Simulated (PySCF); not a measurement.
Magnetic susceptibility: SMILES p1cc(C)c(F)cc1, C6H6FP

Cartesian coordinates in Å; atom numbers follow the order of the lines, from 1:
```xyz
14

C    -2.080    0.225    0.095
C    -0.622   -0.119    0.031
C    -0.192   -1.431    0.068
P     1.450   -1.988    0.013
C     2.284   -0.472   -0.095
C     1.676    0.764   -0.122
C     0.304    0.917   -0.061
F    -0.177    2.184   -0.094
H    -2.358    0.845   -0.755
H    -2.693   -0.672    0.098
H    -2.287    0.798    0.999
H    -0.949   -2.203    0.139
H     3.365   -0.511   -0.145
H     2.276    1.662   -0.191
```

The calculation used GIAO CAM-B3LYP/pcSseg-1 magnetisability, rotational g tensor and spin-rotation constants, non-relativistic, gas phase in PySCF. Geometry: GFN2-xTB.

Task: How diamagnetic is it, and how anisotropic?

Result: Isotropic -1318 × 10⁻³⁰ J/T², or -79.4 × 10⁻⁶ cm³/mol; principal values -2034, -1015, -905 × 10⁻³⁰ J/T², anisotropy 1078 × 10⁻³⁰ J/T² (root of half the summed squared differences of the principal values). The susceptibility is in cgs units.

Task: Split it along the inertial axes a, b, c into diamagnetic and paramagnetic parts about the centre of mass, with the quadrupole moment.

Result: 
```csv
axis,χ (10⁻⁶ cm³/mol),diamagnetic (10⁻⁶ cm³/mol),paramagnetic (10⁻⁶ cm³/mol),summed x² of all electrons (Å²),quadrupole Θ (D Å)
a,-61.0,-509.5,448.5,183.0,-6.21
b,-54.6,-832.4,777.8,106.9,+9.16
c,-122.5,-1229.6,1107.1,13.2,-2.95
```
Anisotropies 2χaa − χbb − χcc = +55.1 and 2χbb − χaa − χcc = +74.2 × 10⁻⁶ cm³/mol. Θ is traceless in Buckingham's convention.

Task: And the rotational g tensor?

Result: 
```csv
axis,rotational constant (GHz),g,nuclear part,electronic part
a,3.0077,-0.0441,0.5897,-0.6338
b,1.5219,-0.0333,0.5228,-0.5561
c,1.0169,+0.0135,0.5424,-0.5289
```
Asymmetric top; isotopes 12C, 19F, 1H, 31P; no vibrational averaging.
